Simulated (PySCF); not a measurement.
Vibration and rotation of NaTl

RHF-CCSD(T) constants of NaTl, ¹Σ⁺ (singlet), closed shell (basis Na aug-cc-pVDZ, Tl aug-cc-pVDZ-PP with ECP60; scalar-relativistic core potentials; PySCF 2.14; masses 22.9898 and 204.9744 u):

```
ωe            : 130.9 cm⁻¹
ωexe          : 0.541 cm⁻¹
Be            : 0.073814 cm⁻¹
αe            : 0.000418 cm⁻¹
De to Na + Tl : 0.75 eV
```

**Question.** What force constant and bond length do these constants imply?

**Answer.** Reduced mass μred = 20.671 u; k = 5.8918×10⁻⁷·μred·ωe² (u, cm⁻¹, mdyn/Å) = 0.209 mdyn/Å; Re = √(16.8576/(μred·Be)) (u, cm⁻¹, Å) = 3.324 Å.

**Question.** Estimate the centrifugal constant D from the Kratzer relation and find the Dunham coefficient a1.

**Answer.** D = 4Be³/ωe² = 9.39e-08 cm⁻¹; a1 = −1 − αeωe/(6Be²) = -2.67.

Correlated steps freeze 5 core orbitals. Correlated levels converge slowly with the basis: in double zeta they bind strong bonds too weakly, by up to about 1 eV, and carry superposition errors of some tenths. These are scalar-relativistic numbers at best; spin–orbit coupling would shift them, the dissociation energy most. Where the molecule has an RHF reference, its open-shell atoms are computed with UHF.
